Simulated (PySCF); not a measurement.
Point-charge models of `COCC(=O)O[SiH3]` against its computed dipole.

Coordinates (GFN2-xTB, Å) and charges (e) from the PBE0/pcSseg-1 density (PySCF):

```tsv
atom	x	y	z	Mulliken	IAO	Hirshfeld	ESP-fitted
C1	-2.554	-0.319	0.759	-0.0377	-0.2096	-0.0455	-0.1612
O2	-1.944	0.922	0.472	-0.5025	-0.3803	-0.1444	-0.2825
C3	-0.823	0.837	-0.357	+0.0726	-0.1003	-0.0040	-0.2505
C4	0.405	0.199	0.277	+0.4493	+0.5129	+0.2151	+0.8590
O5	0.461	-0.288	1.372	-0.4033	-0.4466	-0.2369	-0.5258
O6	1.442	0.232	-0.546	-0.5845	-0.5903	-0.1890	-0.5551
Si7	2.937	-0.365	-0.104	+0.6793	+0.8519	+0.3926	+0.5909
H8	-3.433	-0.087	1.357	+0.1221	+0.1603	+0.0523	+0.1260
H9	-1.889	-0.973	1.327	+0.1199	+0.1433	+0.0312	+0.0976
H10	-2.861	-0.826	-0.164	+0.0838	+0.1170	+0.0340	+0.0937
H11	-0.562	1.864	-0.632	+0.1561	+0.1784	+0.0591	+0.1558
H12	-1.043	0.280	-1.284	+0.1230	+0.1389	+0.0441	+0.1309
H13	3.434	0.417	1.020	-0.0853	-0.1250	-0.0675	-0.0916
H14	2.807	-1.780	0.225	-0.0864	-0.1252	-0.0686	-0.0950
H15	3.619	-0.107	-1.363	-0.1062	-0.1255	-0.0727	-0.0924
```

Q: Compute μ = Σ q r for each scheme (1 e·Å = 4.803 D) and compare with the dipole of the full density.

A: The full density gives (0.88, -0.72, -1.82) D, 2.15 D in size; dipole vectors point from the negative to the positive end.

```
    scheme    μx     μy     μz  size (D)  share of the full size (%)  angle to the full dipole (°)
  Mulliken  0.67  -1.49  -1.82      2.45                         114                            18
       IAO  1.80  -1.34  -2.05      3.04                         142                            16
 Hirshfeld  0.75  -0.18  -1.33      1.54                          72                            14
ESP-fitted  0.88  -0.75  -1.82      2.15                         100                             1
```

Q: Which set comes closest?

A: Length of the difference vector: ESP-fitted 0.03 D, Hirshfeld 0.75 D, Mulliken 0.79 D, IAO 1.13 D. Closest: ESP-fitted. The schemes that divide the density aren't constrained to reproduce the dipole.

Q: What is left for the Hirshfeld atoms' own dipoles?

A: The shares of the density sum to the whole, so what Σ q r misses lies in dipoles about the nuclei. The atomic dipoles sum to (0.88, -0.72, -1.82) − (0.75, -0.18, -1.33) = (0.13, -0.54, -0.49) D, 0.75 D in size.

Q: With the origin at the mean of the coordinates, (0.000, 0.001, 0.157) Å, which are the largest single terms, by size, of the ESP-fitted dipole along the direction of the full one?

A: Si7 +4.40, O6 -2.96, O5 +1.88, O2 +1.86, H8 -1.45 D; all 15 atoms together +2.15 D. The single terms depend on the origin, their sum doesn't.

Q: Give the size of the full dipole in other units.

A: 2.15 D = 0.844 au = 0.447 e·Å = 7.16 × 10⁻³⁰ C·m.

The structure is a single GFN2-xTB conformer in the gas phase; no vibrational or solvent corrections.

These values come from a run that also computed NMR shieldings. The run took 21 s of wall time on an Arm Neoverse V2 with one thread, shared host, and the process peaked at 0.74 GiB of memory.

Conformer computed: `[CH3:1][O:2][CH2:3][C:4](=[O:5])[O:6][SiH3:7]`: C1–O2–C3–C4 -70°, O2–C3–C4–O5 4°, C3–C4–O6–Si7 179°.
